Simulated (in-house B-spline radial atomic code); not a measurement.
# Pt+: [Xe] (4f5/2)5 (4f7/2)8 (5d3/2)4 (5d5/2)5 (6g7/2)1 (an excited or competing configuration)

Level of theory: Dirac-Hartree-Fock, average of the jj configuration, Fermi nucleus of rms radius 5.427 fm; calculated with a radial B-spline atomic code at the basis-set limit.

Screening seen three ways: the hydrogenic charge with the same mean radius, Z_r = [3n² - l(l+1)]/(2<r>), the one with the same energy, Z_e = n√(-2ε), and Slater's rules. Values are occupation-weighted means over j. An effective charge above Z reflects the relativistic contraction of the inner shells.

| shell | electrons | ε (eV) | <r> (bohr) | Z_r | Z_e | Slater |
| --- | --- | --- | --- | --- | --- | --- |
| 1s | 2 | -78941 | 0.01715 | 87.46 | 76.17 | 77.70 |
| 2s | 2 | -14039 | 0.07166 | 83.73 | 64.24 | 73.85 |
| 2p | 6 | -12274 | 0.06474 | 77.23 | 60.07 | 73.85 |
| 3s | 2 | -3391.2 | 0.1862 | 72.50 | 47.36 | 66.75 |
| 3p | 6 | -2861.4 | 0.1869 | 66.87 | 43.51 | 66.75 |
| 3d | 10 | -2235.5 | 0.1705 | 61.57 | 38.45 | 56.85 |
| 4s | 2 | -789.63 | 0.414 | 57.97 | 30.47 | 50.25 |
| 4p | 6 | -610.4 | 0.4383 | 52.47 | 26.79 | 50.25 |
| 4d | 10 | -376.99 | 0.465 | 45.16 | 21.06 | 38.85 |
| 5s | 2 | -144.57 | 0.9553 | 39.25 | 16.30 | 21.20 |
| 4f | 13 | -122.45 | 0.5032 | 35.77 | 12.00 | 27.80 |
| 5p | 6 | -93.829 | 1.089 | 33.53 | 13.13 | 21.20 |
| 5d | 9 | -31.956 | 1.49 | 23.15 | 7.66 | 8.20 |
| 6g | 1 | -1.5119 | 21.99 | 2.00 | 2.00 | - |

The least bound orbital is 6g7/2 at -1.512 eV, and it is also the most diffuse (<r> = 21.99 bohr). The part-filled 4f shell lies below the filled 5p shell in orbital energy.

For the 1s electron the small component carries 8.75 % of the norm, the zero-frequency Breit interaction raises the level by 290.1 eV, self-energy by 184.7 eV, and vacuum polarisation lowers it by 37.08 eV.
